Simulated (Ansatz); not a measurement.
```yaml
crystal:
  periodic: [false, false, false]
  atoms:
    - {symbol: C, position_ang: [-0.321314, -0.556007, 1.234415]}
    - {symbol: O, position_ang: [-0.173285, 0.680862, 0.565205]}
    - {symbol: In, position_ang: [0.330596, 0.759293, -1.323076]}
    - {symbol: F, position_ang: [0.751846, -0.973711, -2.092797]}
    - {symbol: Br, position_ang: [0.508937, 2.746694, -2.690751]}
    - {symbol: H, position_ang: [0.038320, -0.433313, 2.260693]}
    - {symbol: H, position_ang: [0.241332, -1.374946, 0.772937]}
    - {symbol: H, position_ang: [-1.376451, -0.848873, 1.273375]}
basis:
  gaussian: {orbitals: def2-TZVPP, fitting: {mean_field: cc-pVTZ-jkfit}}
magnetization: {spin_polarized: true, initial_magnetization: 2}
hamiltonian: {xc: {name: B2PLYP}}
scf: {lower_state_search: light}
```

```sh
$ ansatz run in.yaml --threads 4 --pin off --events-out ev --progress --plain --max-ram 10444MiB
```

(1) How does Ansatz answer? (Best estimate.)

## Answers

(1) Ansatz gave: The input was rejected before any iteration.
```
Functional definition: B2PLYP
Error: <dir> the basis set cc-pVTZ-JKFIT has no functions for In
```
